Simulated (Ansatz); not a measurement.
Consider the hydrogenolysis of a C–F bond: `NBC(F)F` + H₂ → `NBCF` + H–F.

Calculated with Ansatz (gas phase, PBE0-D4/def2-TZVP geometries, no zero-point term in ΔE). CCSD(T)/CBS adds triple-zeta CCSD(T) − MP2 to the extrapolated MP2 energy (def2 sets, frozen cores). This one scheme is used for every species. DFT in def2-TZVPP. HSE06 is defined as in plane-wave codes. Each species was taken in one conformer, which may not be the lowest.

`NBC(F)F`:

Z-matrix (Å, degrees):
```
C
B 1 1.595
F 1 1.369 2 110.3
F 1 1.375 2 111.7 3 -118.6
H 1 1.098 2 114.4 3 120.5
N 2 1.377 1 118.4 3 122.3
H 2 1.194 1 120.0 3 -58.4
H 6 1.005 2 123.8 1 -179.7
H 6 1.008 2 121.8 1 -1.3
```

H₂:

Z-matrix (Å, degrees):
```
H
H 1 0.746
```

`NBCF`:

Z-matrix (Å, degrees):
```
C
B 1 1.572
F 1 1.398 2 112.4
H 1 1.097 2 111.3 3 120.7
H 1 1.097 2 111.3 3 -120.7
N 2 1.382 1 119.5 3 0.0
H 2 1.199 1 120.1 3 180.0
H 6 1.004 2 124.1 1 180.0
H 6 1.008 2 121.3 1 -0.0
```

H–F:

```xyz
2

F     0.439   -0.137   -0.019
H    -0.439    0.137    0.019
```

Question: Is it downhill or uphill in electronic energy at CCSD(T)/CBS, and by how much? (An estimate is asked.)

Answer: The calculation gave: Downhill: ΔE = -84.4 kJ/mol.

Question: What do these levels give: LDA (SPW92), revPBE-D4, ωB97X-V, ωB97M-V, PBE, revPBE, r2SCAN, r2SCANh, HSE06, LC-ωPBE, HF/def2-SVP, CCSD/def2-SVP? (An estimate is asked.)

Answer: Computed: LDA (SPW92) -67.4, revPBE-D4 -68.8, ωB97X-V -70.2, ωB97M-V -72.8, PBE -71.3, revPBE -72.7, r2SCAN -68.5, r2SCANh -71.7, HSE06 -78.8, LC-ωPBE -77.9, HF/def2-SVP -69.0, CCSD/def2-SVP -64.6 kJ/mol.

Largest T1 diagnostic among the species: 0.013.

Leaving LDA and LC-ωPBE aside and taking each functional with its dispersion term where it has one, the values, not all of them listed here, spread over 17.0 kJ/mol, from PBE-QIDH to BLYP-D4. LDA lies +3.9 kJ/mol from PBE without D4. At CCSD(T), def2-SVP lies +23.4 kJ/mol from the extrapolated value and def2-TZVPP +5.0 kJ/mol. From r2SCAN to r2SCAN0 (25 % exact exchange), in def2-TZVPP and without D4, ΔE moves by −7.5 kJ/mol.
